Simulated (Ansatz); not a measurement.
thiourea (CH₄N₂S), singlet, geometry from GFN2-xTB, atoms displaced at random by about 0.1 Å a coordinate. Base run: HF/6-31G* (Ansatz, an electronic-structure program).

Ansatz was given this input:
Ansatz 0.2 input:
```yaml
crystal:
  periodic: [false, false, false]
  atoms:
    - {symbol: N, position_ang: [0.73816408, -1.13225290, -0.54549680]}
    - {symbol: C, position_ang: [0.04782757, -0.11159857, -0.15001824]}
    - {symbol: N, position_ang: [-1.33146552, -0.68398398, 0.23788933]}
    - {symbol: S, position_ang: [0.39932994, 1.36100612, -0.00691479]}
    - {symbol: H, position_ang: [0.54364198, -2.02788672, -0.53786948]}
    - {symbol: H, position_ang: [1.90475624, -0.78889168, -0.48958199]}
    - {symbol: H, position_ang: [-1.34874148, -1.59115954, -0.03244819]}
    - {symbol: H, position_ang: [-1.99830008, -0.05301369, 0.45531181]}
basis:
  gaussian:
    orbitals: 6-31G*
hamiltonian:
  xc: hf
relax: {}
```

Each row names what was changed in the base input (with any setting that the change needs).

```json
[
 {"change": "base", "ΔE vs base (kJ/mol)": "0.00", "optimiser steps": "7", "core-seconds (rough)": "20"},
 {"change": "relax = f_tol: 0.1", "ΔE vs base (kJ/mol)": "0.08", "optimiser steps": "5", "core-seconds (rough)": "20"},
 {"change": "relax = max_displacement: 0.02", "ΔE vs base (kJ/mol)": "0.00", "optimiser steps": "19", "core-seconds (rough)": "50"},
 {"change": "relax = escape_saddle: false", "ΔE vs base (kJ/mol)": "0.00", "optimiser steps": "7", "core-seconds (rough)": "20"},
 {"change": "relax = f_tol: 0.05", "ΔE vs base (kJ/mol)": "0.00", "optimiser steps": "6", "core-seconds (rough)": "20"},
 {"change": "relax = f_tol: 0.0005", "ΔE vs base (kJ/mol)": "0.00", "optimiser steps": "11", "core-seconds (rough)": "30"},
 {"change": "relax = f_tol: 0.002", "ΔE vs base (kJ/mol)": "0.00", "optimiser steps": "7", "core-seconds (rough)": "20"}
]
```
